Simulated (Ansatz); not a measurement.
Two isomers of C2H6BFSSi: A = `FC1([SiH2]S)BC1`, B = `C=CB(S)[SiH2]F`.

Computed with Ansatz on PBE0-D4/def2-TZVP structures; ΔE is electronic, products minus reactants. CCSD(T)/CBS is the MP2 limit (def2-TZVPP, def2-QZVPP) plus CCSD(T) − MP2 in def2-TZVPP, frozen cores. Functionals use def2-TZVPP. B3LYP here is the variant with VWN-RPA as its local correlation; programs differ in this. Each species was taken in one conformer, which may not be the lowest.

A:

```xyz
12

F    -1.475    1.313    0.096
C    -0.412    0.445    0.278
Si    0.369   -0.107   -1.330
S    -1.001   -1.105   -2.618
B    -0.344   -0.420    1.534
C     0.613    0.750    1.388
H     1.523   -0.970   -0.960
H     0.838    1.064   -2.112
H    -1.254   -2.101   -1.752
H    -0.881   -1.180    2.264
H     1.661    0.773    1.107
H     0.363    1.537    2.104
```

B:

```xyz
12

C    -1.685    0.195    1.360
C    -1.086    0.232    0.167
B     0.279   -0.422   -0.142
S     0.805   -1.975    0.541
Si    1.612    0.526   -1.325
F     0.818    1.544   -2.288
H    -1.261   -0.354    2.196
H    -2.602    0.740    1.563
H    -1.543    0.852   -0.603
H    -0.302   -2.291    1.243
H     2.563    1.335   -0.513
H     2.400   -0.382   -2.200
```

(1) Which is lower in electronic energy at CCSD(T)/CBS, and by how much? (Best estimate.)

(2) Give E(B) − E(A) in kcal/mol with CCSD(T)/def2-TZVPP, r2SCAN-D4, HF/def2-TZVPP, B3LYP, B2PLYP, ωB97M-V, PBE0-D4. (Best estimate.)

Largest T1 diagnostic: 0.014.

Answers

(1) Ansatz gave: B, by 71.4 kcal/mol.

(2) Computed: CCSD(T)/def2-TZVPP -72.0, r2SCAN-D4 -67.0, HF/def2-TZVPP -73.4, B3LYP -70.5, B2PLYP -71.5, ωB97M-V -65.6, PBE0-D4 -65.4. None reverses the order clearly.

In def2-TZVPP, CCSD(T) changes the Hartree–Fock value by +1.4 kcal/mol (the triples alone add −0.4 kcal/mol) and MP2 by +1.9 kcal/mol.
